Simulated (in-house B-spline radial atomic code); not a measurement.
Computed with a B-spline radial atomic code. Model: two electrons, singlet ground state, non-relativistic, full CI in B-splines with partial waves to l = 8 (at full coupling up to 3e-4 hartree above the limit, correlation up to 0.6 % small), density held at that of full coupling by Lieb maximisation.

W(λ) is the mean repulsion in the state of coupling λ less the Hartree energy of the fixed density. Its start is exact exchange, its initial slope is twice the second-order Görling-Levy correlation energy, and its area from 0 to 1 is E_xc. A straight curve means weak, dynamic correlation, and a curve that drops fast and flattens means strong correlation.

Command:
```bash
python run_ac.py task.json out
```
Settings (lengths in bohr, energies in hartree):
```
potential              coulomb
strength               0.557
lmax                   8
wall_radius            3.26
```

Run time, properties included: 2 s on 1 thread of Intel(R) Xeon(R) Processor @ 2.30GHz, on a shared host.

**W = mean repulsion less Hartree energy, and W of three functionals.**

Given: confinement point charge; nuclear charge 0.557; hard wall radius 3.26 bohr; external potential -Z/r.

Computed: LDA exchange minus exact 81.966 millihartree; PBE exchange minus exact 26.043 millihartree.

```json
{"coupling": "0", "W xc (hartree)": "-0.58049", "W xc minus exchange (millihartree)": "0", "kinetic minus Kohn-Sham (millihartree)": "0", "LDA (PW92) W minus its exchange (millihartree)": "0", "PBE W minus its exchange (millihartree)": "0", "SCAN W minus its exchange (millihartree)": "0"}
{"coupling": "0.02", "W xc (hartree)": "-0.58251", "W xc minus exchange (millihartree)": "-2.023", "kinetic minus Kohn-Sham (millihartree)": "0.02", "LDA (PW92) W minus its exchange (millihartree)": "-10.73", "PBE W minus its exchange (millihartree)": "-3.08", "SCAN W minus its exchange (millihartree)": "-1.92"}
{"coupling": "0.05", "W xc (hartree)": "-0.58548", "W xc minus exchange (millihartree)": "-4.993", "kinetic minus Kohn-Sham (millihartree)": "0.12", "LDA (PW92) W minus its exchange (millihartree)": "-21.49", "PBE W minus its exchange (millihartree)": "-7.56", "SCAN W minus its exchange (millihartree)": "-4.7"}
{"coupling": "0.12", "W xc (hartree)": "-0.59212", "W xc minus exchange (millihartree)": "-11.635", "kinetic minus Kohn-Sham (millihartree)": "0.69", "LDA (PW92) W minus its exchange (millihartree)": "-40.04", "PBE W minus its exchange (millihartree)": "-17.3", "SCAN W minus its exchange (millihartree)": "-10.85"}
{"coupling": "0.25", "W xc (hartree)": "-0.60347", "W xc minus exchange (millihartree)": "-22.984", "kinetic minus Kohn-Sham (millihartree)": "2.77", "LDA (PW92) W minus its exchange (millihartree)": "-64.92", "PBE W minus its exchange (millihartree)": "-33.1", "SCAN W minus its exchange (millihartree)": "-21.31"}
{"coupling": "0.4", "W xc (hartree)": "-0.61516", "W xc minus exchange (millihartree)": "-34.668", "kinetic minus Kohn-Sham (millihartree)": "6.55", "LDA (PW92) W minus its exchange (millihartree)": "-86.5", "PBE W minus its exchange (millihartree)": "-48.59", "SCAN W minus its exchange (millihartree)": "-32.14"}
{"coupling": "0.6", "W xc (hartree)": "-0.62875", "W xc minus exchange (millihartree)": "-48.257", "kinetic minus Kohn-Sham (millihartree)": "13.31", "LDA (PW92) W minus its exchange (millihartree)": "-109", "PBE W minus its exchange (millihartree)": "-65.98", "SCAN W minus its exchange (millihartree)": "-44.93"}
{"coupling": "0.8", "W xc (hartree)": "-0.64045", "W xc minus exchange (millihartree)": "-59.963", "kinetic minus Kohn-Sham (millihartree)": "21.48", "LDA (PW92) W minus its exchange (millihartree)": "-127.09", "PBE W minus its exchange (millihartree)": "-80.66", "SCAN W minus its exchange (millihartree)": "-56.2"}
{"coupling": "1", "W xc (hartree)": "-0.65062", "W xc minus exchange (millihartree)": "-70.13", "kinetic minus Kohn-Sham (millihartree)": "30.61", "LDA (PW92) W minus its exchange (millihartree)": "-142.23", "PBE W minus its exchange (millihartree)": "-93.34", "SCAN W minus its exchange (millihartree)": "-66.22"}
{"coupling": "1.4", "W xc (hartree)": "-0.66738", "W xc minus exchange (millihartree)": "-86.885", "kinetic minus Kohn-Sham (millihartree)": "50.57", "LDA (PW92) W minus its exchange (millihartree)": "-166.56", "PBE W minus its exchange (millihartree)": "-114.3", "SCAN W minus its exchange (millihartree)": "-83.27"}
{"coupling": "2", "W xc (hartree)": "?", "W xc minus exchange (millihartree)": "?", "kinetic minus Kohn-Sham (millihartree)": "?", "LDA (PW92) W minus its exchange (millihartree)": "?", "PBE W minus its exchange (millihartree)": "?", "SCAN W minus its exchange (millihartree)": "?"}
{"coupling": "3", "W xc (hartree)": "-0.70756", "W xc minus exchange (millihartree)": "-127.07", "kinetic minus Kohn-Sham (millihartree)": "134.88", "LDA (PW92) W minus its exchange (millihartree)": "-225.07", "PBE W minus its exchange (millihartree)": "-166.88", "SCAN W minus its exchange (millihartree)": "-127.35"}
{"coupling": "4.5", "W xc (hartree)": "?", "W xc minus exchange (millihartree)": "?", "kinetic minus Kohn-Sham (millihartree)": "?", "LDA (PW92) W minus its exchange (millihartree)": "?", "PBE W minus its exchange (millihartree)": "?", "SCAN W minus its exchange (millihartree)": "?"}
{"coupling": "7", "W xc (hartree)": "-0.74681", "W xc minus exchange (millihartree)": "-166.32", "kinetic minus Kohn-Sham (millihartree)": "317.02", "LDA (PW92) W minus its exchange (millihartree)": "-287.38", "PBE W minus its exchange (millihartree)": "-224.93", "SCAN W minus its exchange (millihartree)": "-172.91"}
{"coupling": "10", "W xc (hartree)": "-0.7603", "W xc minus exchange (millihartree)": "-179.81", "kinetic minus Kohn-Sham (millihartree)": "429.97", "LDA (PW92) W minus its exchange (millihartree)": "-310.88", "PBE W minus its exchange (millihartree)": "-247.17", "SCAN W minus its exchange (millihartree)": "-187.55"}
```

Question: What belongs in the row 2?

Answer: W xc (hartree): -0.6862; W xc minus exchange (millihartree): -105.71; kinetic minus Kohn-Sham (millihartree): 82.27; LDA (PW92) W minus its exchange (millihartree): -193.68; PBE W minus its exchange (millihartree): -138.36; SCAN W minus its exchange (millihartree): -103.36.

Question: What belongs in the row 4.5?

Answer: W xc (hartree): -0.72754; W xc minus exchange (millihartree): -147.05; kinetic minus Kohn-Sham (millihartree): 208.55; LDA (PW92) W minus its exchange (millihartree): -255.8; PBE W minus its exchange (millihartree): -195.32; SCAN W minus its exchange (millihartree): -150.61.

Question: What is the SCAN exchange minus exact?

Answer: -0.91994 millihartree.

**Energy parts, natural occupations and partial-wave weights.**

Computed: exchange energy -0.58049 hartree; kinetic part of the DFT correlation energy 0.030606 hartree; initial slope twice GL2 -0.10199 hartree; kinetic part over minus potential part 0.43641; Hartree energy 1.161 hartree; Kohn-Sham kinetic 0.95931 hartree; Lieb Oxford ratio E_xc over LDA exchange 1.2437.

```
natural  occupation of the shell (electrons)
      s                               1.9571
      p                             0.038895
      s                            0.0024542
      d                                    ?
      p                           0.00022503
      f                           0.00012611
```

Question: What belongs in the row d?

Answer: occupation of the shell (electrons): 0.001077.

```
wave      weight
   s     0.97978
   p    0.019565
   d           ?
   f  6.8521e-05
   g  1.5149e-05
```

Question: What belongs in the row d?

Answer: weight: 0.00056017.

Question: What is the total energy?

Answer: 0.5753 hartree.

Question: What is the correlation energy?

Answer: -0.039525 hartree.

Half-way to full coupling W has made 59 % of its drop, against 50 % for a straight line, and second-order (GL2) theory, half the initial slope, overshoots the correlation energy by about 29 %: a moderate bend, as in light atoms. Over couplings 0 to 1 the errors in E_xc come to about +30 millihartree for LDA, +11 millihartree for PBE, +1.7 millihartree for SCAN, so SCAN is nearest. In LDA and PBE and SCAN the errors of exchange and correlation have opposite signs, so the sum is smaller than the larger of the two.
